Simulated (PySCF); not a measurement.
**Löwdin shares of the frontier orbitals**

Compound: C3H7NO2Si.
Geometry (PBE0-D3(BJ)/def2-SVP, Å), atoms numbered from 1 in this order:
```xyz
14
C3H7NO2Si angstrom
C      3.1861    0.2266    0.7744
N      2.1171   -0.4396    0.8463
Si     0.9527   -0.5795   -0.4488
O     -0.4897   -0.0256    0.2965
C     -1.5889   -0.0871   -0.4633
C     -2.8163    0.4125    0.2317
O     -1.5473   -0.5093   -1.5937
H      3.8864    0.2600    1.6303
H      3.5061    0.8152   -0.1143
H      0.8325   -2.0123   -0.8082
H      1.2841    0.2997   -1.6086
H     -2.6718    1.4645    0.5186
H     -3.6852    0.3159   -0.4281
H     -2.9728   -0.1560    1.1597
```

Computed, not measured: TDDFT CAM-B3LYP/def2-SVPD, vertical, gas phase, core orbitals frozen in the response in PySCF.

Kohn–Sham orbitals with the atoms that hold most of them (Löwdin shares over 4%, at most four atoms; ? is withheld):

```csv
orbital,ε (eV),atoms
LUMO+2,1.21,"Si3 19%, C5 17%, C6 17%, O4 9%"
LUMO+1,1.11,"C5 33%, O7 25%, O4 11%, C6 9%"
LUMO,-0.01,"C1 42%, N2 32%, H8 7%, H9 7%"
HOMO,?,?
HOMO-1,-9.77,?
HOMO-2,-10.61,"O4 30%, Si3 18%, O7 16%, H10 14%"
HOMO-3,-11.14,"O7 21%, N2 21%, C1 15%, O4 15%"
```

Question: Which atoms hold the HOMO, and with what shares?

Answer: N2 (bonded to C and Si) 57%; C1 (bonded to N and 2 H) 16%; Si3 (bonded to N, O and 2 H) 9%; H9 (bonded to C) 6%.

Question: Give the leading atoms of the HOMO-1.

Answer: O7 (bonded to C) 65%; O4 (bonded to C and Si) 11%; C6 (bonded to C and 3 H) 8%; C5 (bonded to C and 2 O) 8%. By element: oxygen 76%, carbon 16% or more.

Question: What is the HOMO energy, and the HOMO–LUMO gap?

Answer: ε(HOMO) = -8.78 eV; the gap is 8.78 eV (0.3225 hartree).

Question: How does S1 compare with the orbital gap of 8.78 eV?

Answer: S1 is at 4.08 eV (f = 0.0006), 4.70 eV below the gap, made of HOMO→LUMO (97%). Without the coupling terms of the response equations the lowest excitation would equal the gap.

Question: Give energy, strength and leading configuration of S1, S2 and S7, and follow the Löwdin shares of the leading atoms from the occupied to the empty orbital.

Answer: 
- S1 (4.08 eV, f 0.0006), HOMO→LUMO (97%): N2 57% → 32%, C1 16% → 42%
- S2 (5.88 eV, f 0.0007), HOMO-1→LUMO+1 (82%): O7 65% → 25%, O4 11% → 11%, C5 8% → 33%; low, almost dark, from the terminal oxygen into the C=O bond, the pattern of n→π*
- S7 (7.62 eV, f 0.0059), HOMO→LUMO+1 (70%): N2 57% → at most 9%, C1 16% → at most 9%, C5 at most 7% → 33%, O7 at most 7% → 25%

Löwdin shares depend on the basis, the more so with diffuse functions.

On Arm Neoverse V1, one thread, shared host with 32 logical CPUs at a one-minute load of 20, this took 3.3 min wall and 1.1 GiB of memory at its peak.

One conformer stands for the species.
